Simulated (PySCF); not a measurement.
C5H3Br, SMILES C#CC(Br)=C=C. Atoms are numbered in the order given.

```xyz
9

C      2.6672     1.2521     0.0000
C      1.4923     0.9506     0.0000
C      0.1249     0.5780     0.0000
Br    -0.2331    -1.3005     0.0000
C     -0.8849     1.4202     0.0000
C     -1.8847     2.2576     0.0000
H      3.7070     1.5229     0.0000
H     -2.3195     2.6225     0.9377
H     -2.3195     2.6225    -0.9377
```

Geometry: PBE0-D3(BJ)/def2-SVP. This is a generated structure with no PubChem entry under its InChIKey; it may be hypothetical.

Method: PBE0-D3(BJ)/def2-SVP in PySCF.

Frequencies are harmonic and unscaled.

Problem. Estimate the vibrational spectrum. (An estimate is asked for; the answer gives what the named calculation found.)

Solution. 
| mode | ν (cm⁻¹) | IR (km/mol) | moving atoms (share of kinetic energy) |
|---|---|---|---|
| 1 | 120 | 1.4 | C 68 %, H 18 %, Br 14 % |
| 2 | 162 | 0.0 | C 71 %, Br 18 %, H 11 % |
| 3 | 185 | 5.9 | C 76 %, H 22 % |
| 4 | 338 | 0.1 | C 76 %, H 24 % |
| 5 | 427 | 0.7 | C 69 %, Br 27 % |
| 6 | 456 | 6.8 | C 89 % |
| 7 | 548 | 0.0 | C 54 %, H 46 % |
| 8 | 606 | 31.8 | C 93 % |
| 9 | 621 | 1.0 | H 56 %, C 44 % |
| 10 | 667 | 39.3 | H 77 %, C 23 % |
| 11 | 718 | 30.2 | H 76 %, C 24 % |
| 12 | 894 | 40.6 | H 73 %, C 27 % |
| 13 | 977 | 0.1 | H 63 %, C 37 % |
| 14 | 1009 | 92.4 | C 94 % |
| 15 | 1274 | 9.8 | C 58 %, H 42 % |
| 16 | 1448 | 11.4 | H 52 %, C 48 % |
| 17 | 2081 | 12.2 | C 98 % |
| 18 | 2235 | 2.8 | C 91 %, H 9 % |
| 19 | 3140 | 0.0 | H 95 % |
| 20 | 3234 | 1.2 | H 89 %, C 11 % |
| 21 | 3489 | 97.0 | H 86 %, C 14 % |
